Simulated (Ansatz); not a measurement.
Stepwise reaction of `[CH3][In]([Cl])[Cl]` with water, as a gas-phase model of exchange steps in deposition or etching. ΔE in kJ/mol.

Gas-phase electronic energies from Ansatz, PBE0-D4/def2-TZVP geometries. CBS: MP2 limit from def2 TZ/QZ plus the TZ coupled-cluster correction, frozen cores. This one scheme is used for every species. DFT in def2-TZVPP. B3LYP here is the variant with VWN-RPA as its local correlation; programs differ in this. Elements past krypton have def2 core potentials. For In outer-core shells are correlated without core-valence functions, which leaves a few kJ/mol of doubt a bond. Each species was taken in one conformer, which may not be the lowest.

```csv
step,reaction,PBE-D4,B3LYP-D4,ωB97M-V,CCSD(T)/CBS
1,`[CH3][In]([Cl])[Cl]` + H₂O → `[CH3][In]([OH])[Cl]` + HCl,89.6,93.7,94.6,92.2
2,`[CH3][In]([OH])[Cl]` + H₂O → `[CH3][In]([OH])[OH]` + HCl,85.0,88.6,89.7,87.8
```

(1) By hand: ΔE of the 2 steps together at CCSD(T)/CBS.

## Answers

(1) (92.2) + (87.8) = 180.0 kJ/mol, or 90.0 kJ/mol a step.

In ΔE the steps differ by no more than 4.4 kJ/mol. All are uphill at CCSD(T)/CBS. PBE-D4 differs from CCSD(T)/CBS by -2.8 to -2.6 kJ/mol a step. Isolated molecules leave out the surface, adducts and barriers. Largest T1 diagnostic: 0.016.
